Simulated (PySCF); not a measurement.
**Computed properties of BFBr2, SMILES FB(Br)Br**

BFBr₂, SMILES BrB(Br)F. Geometry optimised at B3LYP-D3(BJ)/def2-SVP. The values are those of a single conformer. All values are computed for the isolated molecule unless a solvent is named; none is compared with measurement here.

**Structure.** The optimised structure has C2v symmetry. All 6 harmonic modes at B3LYP-D3(BJ)/def2-SVP (PySCF) are real, so it is a minimum. With heavy atoms numbered as in [B:1]([F:2])([Br:3])[Br:4], the shortest bond between them is B1–F2 at 1.312 Å and the longest B1–Br4 at 1.913 Å.

**Vibrations.** The strongest infrared lines (harmonic, unscaled, degenerate partners summed) lie at 874 cm⁻¹ (454 km/mol, B 93 %), 1329 cm⁻¹ (302 km/mol, B 68 %, F 31 %), 470 cm⁻¹ (11 km/mol, B 89 %, F 9 %). The softest mode is at 170 cm⁻¹ and the zero-point energy is 5.1 kcal/mol.

**Electronic structure.** PBE0/def2-TZVPD (PySCF) places the frontier levels at -8.67 and -1.46 eV, a gap of 7.21 eV, and gives a dipole moment of 0.31 D and a mean polarisability of 57.1 bohr³. PBE/def2-TZVPD (PySCF) at the same geometry gives -7.35 and -2.38 eV, so its gap is 2.24 eV narrower. An orbital gap is neither the optical nor the fundamental gap.

**Excitations.** TDA-B3LYP/def2-SVPD (PySCF) has S1 at 5.42 eV (229 nm, f = 0.000, dark); the most intense of the 10 singlets computed lies at 6.39 eV (f = 0.15). T1 (TDA) is at 5.27 eV, 0.15 eV under S1. TDA-PBE/def2-SVPD (PySCF) puts S1 at 4.97 eV. No vertical singlet excitation falls in the visible range (under 3.1 eV).

**NMR.** GIAO shifts at KT2/pcSseg-1 (PySCF) (non-relativistic, atoms alike by connectivity averaged): ¹⁹F at -7.1 ppm against CFCl3; ¹¹B at 30.4 ppm against BF3. Without spin–orbit terms, shifts of atoms bonded to Cl or Br come out too high.
